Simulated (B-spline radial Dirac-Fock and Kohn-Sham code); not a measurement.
## Dipole and non-dipole photoemission parameters of I⁵⁺ 3p3/2

System: the I⁵⁺ ion, configuration [Kr] 4d10 5s2; threshold 931.9 eV (orbital energy of the model). Calculated with a radial B-spline solver, using Dirac-Hartree-Slater photoionisation with a Latter tail; cross sections with all multipoles, angular parameters from the dipole term and its interference with E2.

```
hν (eV)  σ (kb)      β       γ      δ
   1420     156  1.454   0.119  0.014
   1440     152  1.465   0.108  0.013
   1740     111  1.568  -0.002  0.006
   1870    97.7  1.592  -0.023  0.005
   2380    61.9  1.640  -0.017  0.005
   3330    30.7  1.647   0.152  0.010
   4000    20.3  1.630   0.302  0.014
 5414.7    9.85  1.579   0.607  0.023
   6550       ?      ?       ?      ?
  11100    1.47  1.370   1.482  0.073
  11800    1.23  1.347   1.560  0.079
  12000    1.18  1.340   1.581  0.081
```

Task: Give the values at 6550 eV.

Result: σ = 6.09 kb, β = 1.535, γ = 0.827, δ = 0.031.
